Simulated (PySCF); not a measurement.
C3H12Si3, SMILES [SiH2]1C[SiH2]C[SiH2]C1. Geometry optimised at PBE0-D3(BJ)/def2-SVP. The values are those of a single conformer.

All values below come from PySCF 2.14.0 with PBE0-D3(BJ)/def2-SVP.

Harmonic wavenumbers (cm⁻¹): 113, 113, 187, 220, 220, 290, 482, 482, 516, 566, 566, 596, 596, 645, 685, 725, 744, 744, 772, 802, 809, 809, 899, 899, 946, 946, 960, 973, 1023, 1023, 1060, 1072, 1072, 1368, 1368, 1384, 2205, 2205, 2209, 2211, 2211, 2221, 3065, 3065, 3065, 3133, 3134, 3134. Rotational constants (GHz): 1.958, 1.958, 1.077; symmetry number 3.

Q: Work out the zero-point energy and the ideal-gas rigid-rotor harmonic-oscillator thermochemistry at 298.15 K and 1 atm.

A: ZPE = ½ Σ hcν = ½ × 58529 cm⁻¹ = 350.08 kJ/mol. H − E(el) = 376.27 kJ/mol. Entropy in J/(mol K): translation 169.68, rotation 111.13, vibration 90.30, total 371.11. G − E(el) = 265.63 kJ/mol. Cp = 161.10 J/(mol K). Modes under 150 cm⁻¹ make the vibrational entropy uncertain.
